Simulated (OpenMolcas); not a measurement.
## A ladder of methods for C2H7Ga (SMILES [CH3][GaH][CH3])

The species is C2H7Ga (10 atoms), meant as a singlet with charge 0. SMILES: `[CH3][GaH][CH3]`. Geometry: relaxed at PBE0-D4/def2-TZVP.

Quantity: the vertical ionisation energy (to the doublet cation), in eV. The values are calculated.

```csv
level,kind,program,value (eV),CPU time (all runs)
HF/def2-SVP,Hartree–Fock,OpenMolcas,9.70,27 s
SVWN5/def2-SVP,LDA,OpenMolcas,9.84,86 s
BLYP/def2-SVP,GGA,OpenMolcas,9.38,2.2 min
PBE/def2-SVP,GGA,OpenMolcas,9.55,2.4 min
revPBE/def2-SVP,GGA,OpenMolcas,9.49,2.1 min
TPSS/def2-SVP,meta-GGA,OpenMolcas,9.76,3.1 min
r2SCAN/def2-SVP,meta-GGA,OpenMolcas,9.63,2.5 min
BHLYP/def2-SVP,global hybrid,OpenMolcas,9.79,93 s
```

All-electron rows without a relativistic Hamiltonian named are non-relativistic. The values span 9.38 to 9.84 eV. CPU times are rough (shared hosts, several kinds of processor): they show what a rung costs within a factor of a few.
